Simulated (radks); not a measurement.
Spherical quantum dot in the effective-mass picture: electrons in a well V = -V0 / (1 + exp((r - R)/a)) with V0 = 3.71, R = 13.7, a = 1.4, all in effective atomic units (hartree* = m*/eps^2 hartree, bohr* = eps/m* bohr), one dielectric constant everywhere. Calculated with a radial shooting solver with Libxc functionals: non-relativistic Kohn-Sham, LDA (Slater exchange, Perdew-Wang correlation), spin-polarised, spherical densities. Levels are named by radial order and angular momentum (1s, 1p, 1d, 2s, ...), and open shells are averaged over m.

N = 2, configuration 1s2. This is the lowest configuration that the search found (a dilute case). Occupied and some empty levels:

level,occupation,eigenvalue (hartree*),<r> (bohr*)
1s,2,-3.4493,5.682
1p,0,-3.4095,6.433
1d,0,-3.3544,6.997
2s,0,-3.3093,5.509

Energy (hartree*): total -7.15827, kinetic 0.076593, external -7.3648, Hartree 0.31486, exchange-correlation -0.18492. Static polarisability (adiabatic kernel): 453.7 bohr*^3.

Electron density:

r (bohr*),n(r) (e/bohr*^3)
0.841,0.001461
1.74,0.001476
2.65,0.001479
3.55,0.001437
4.45,0.001317
5.35,0.001101
6.25,0.0008082
7.16,0.0005017
8.06,0.0002519
8.96,0.00009738
9.86,0.00002726
10.8,5.125e-06
11.7,6.076e-07
